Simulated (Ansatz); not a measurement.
```xyz
10

F     1.8949    1.1743    0.2031
C    -1.0861    0.3301    0.4386
C    -0.4426   -0.7775    0.8248
Al    1.0215    0.2791   -0.9010
H    -0.8367    1.3014    0.8542
H    -1.9000    0.2953   -0.2762
H     0.3492   -0.7402    1.5666
H    -0.7087   -1.7545    0.4385
H     1.5217   -1.2007   -1.1726
H     0.1867    1.0926   -1.9759
```

The species carries charge 0 and has multiplicity 1. The bonds changed during the relaxation, so this is another structure than the one it started from.

Problem. List the ωB97M-V/def2-TZVPP orbital energies in eV (Ansatz). (Estimate.)

Solution. Ansatz gave: Occupied: -1531.77, -675.88, -282.92, -282.90, -116.36, -76.00, -75.87, -75.83, -34.05, -25.70, -20.21, -17.09, -15.62, -15.29, -13.76, -13.62, -13.39, -13.09, -11.09, -10.32. Lowest empty: 0.66, 1.79, 2.56, 2.76, 3.01, 3.85, 4.03, 4.48.
